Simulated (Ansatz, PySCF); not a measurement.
Si(OSiH3)(F)(Me)2 (C₂H₉FOSi₂), SMILES C[Si](C)(F)O[SiH3]. Atoms are numbered in the order given.

```xyz
15

C     -1.6620    -1.6353    -0.6884
Si    -0.7399    -0.1095    -0.1797
C     -1.5759     0.8943     1.1422
F     -0.5667     0.8571    -1.4881
O      0.7853    -0.5363     0.2993
Si     2.2637     0.1758     0.5599
H     -2.6715    -1.3852    -1.0510
H     -1.1249    -2.1601    -1.4937
H     -1.7626    -2.3273     0.1629
H     -0.9892     1.7973     1.3750
H     -1.6830     0.3077     2.0687
H     -2.5797     1.2145     0.8207
H      3.0483     0.2250    -0.7048
H      2.0814     1.5650     1.0767
H      3.0018    -0.6303     1.5697
```

Geometry optimised at ωB97X-D3(BJ)/def2-SVP. Other conformers were not sampled.

Two levels are set side by side: PBE-D3(BJ)/def2-SVP (Ansatz, a program for electronic structure) and ωB97X-D3(BJ)/def2-SVP (PySCF). Each level has its own optimised geometry; the coordinates shown are those of the second. Frequencies come from the Hessian of PySCF at each geometry. Differences are taken from unrounded values.

```json
[
 {"quantity": "mean bond length (Å)", "ωB97X-D3(BJ)": "1.410", "PBE-D3(BJ)": "1.421", "PBE-D3(BJ) minus ωB97X-D3(BJ)": "0.010"},
 {"quantity": "bond C1–Si2 (Å)", "ωB97X-D3(BJ)": "1.854", "PBE-D3(BJ)": "1.864", "PBE-D3(BJ) minus ωB97X-D3(BJ)": "0.010"},
 {"quantity": "bond Si2–C3 (Å)", "ωB97X-D3(BJ)": "1.858", "PBE-D3(BJ)": "1.869", "PBE-D3(BJ) minus ωB97X-D3(BJ)": "0.010"},
 {"quantity": "bond Si2–F4 (Å)", "ωB97X-D3(BJ)": "1.636", "PBE-D3(BJ)": "1.647", "PBE-D3(BJ) minus ωB97X-D3(BJ)": "0.011"},
 {"quantity": "bond Si2–O5 (Å)", "ωB97X-D3(BJ)": "1.655", "PBE-D3(BJ)": "1.671", "PBE-D3(BJ) minus ωB97X-D3(BJ)": "0.016"},
 {"quantity": "bond O5–Si6 (Å)", "ωB97X-D3(BJ)": "1.662", "PBE-D3(BJ)": "1.675", "PBE-D3(BJ) minus ωB97X-D3(BJ)": "0.014"},
 {"quantity": "bond C1–H7 (Å)", "ωB97X-D3(BJ)": "1.101", "PBE-D3(BJ)": "1.109", "PBE-D3(BJ) minus ωB97X-D3(BJ)": "0.007"},
 {"quantity": "bond C1–H8 (Å)", "ωB97X-D3(BJ)": "1.101", "PBE-D3(BJ)": "1.108", "PBE-D3(BJ) minus ωB97X-D3(BJ)": "0.007"},
 {"quantity": "bond C1–H9 (Å)", "ωB97X-D3(BJ)": "1.102", "PBE-D3(BJ)": "1.109", "PBE-D3(BJ) minus ωB97X-D3(BJ)": "0.007"},
 {"quantity": "bond C3–H10 (Å)", "ωB97X-D3(BJ)": "1.102", "PBE-D3(BJ)": "1.109", "PBE-D3(BJ) minus ωB97X-D3(BJ)": "0.007"},
 {"quantity": "bond C3–H11 (Å)", "ωB97X-D3(BJ)": "1.102", "PBE-D3(BJ)": "1.109", "PBE-D3(BJ) minus ωB97X-D3(BJ)": "0.007"},
 {"quantity": "bond C3–H12 (Å)", "ωB97X-D3(BJ)": "1.102", "PBE-D3(BJ)": "1.109", "PBE-D3(BJ) minus ωB97X-D3(BJ)": "0.007"},
 {"quantity": "bond Si6–H13 (Å)", "ωB97X-D3(BJ)": "1.489", "PBE-D3(BJ)": "1.503", "PBE-D3(BJ) minus ωB97X-D3(BJ)": "0.014"},
 {"quantity": "bond Si6–H14 (Å)", "ωB97X-D3(BJ)": "1.493", "PBE-D3(BJ)": "1.508", "PBE-D3(BJ) minus ωB97X-D3(BJ)": "0.014"},
 {"quantity": "bond Si6–H15 (Å)", "ωB97X-D3(BJ)": "1.488", "PBE-D3(BJ)": "1.501", "PBE-D3(BJ) minus ωB97X-D3(BJ)": "0.013"},
 {"quantity": "highest harmonic wavenumber (cm⁻¹)", "ωB97X-D3(BJ)": "3180", "PBE-D3(BJ)": "3087", "PBE-D3(BJ) minus ωB97X-D3(BJ)": "-93"},
 {"quantity": "mean harmonic wavenumber (cm⁻¹)", "ωB97X-D3(BJ)": "1215", "PBE-D3(BJ)": "1168", "PBE-D3(BJ) minus ωB97X-D3(BJ)": "-47"},
 {"quantity": "zero-point energy (kcal/mol)", "ωB97X-D3(BJ)": "67.75", "PBE-D3(BJ)": "65.12", "PBE-D3(BJ) minus ωB97X-D3(BJ)": "-2.62"}
]
```

GGA bonds tend to be longer and softer than those of functionals with exact exchange. Differences between two approximate levels are no errors against the true value.
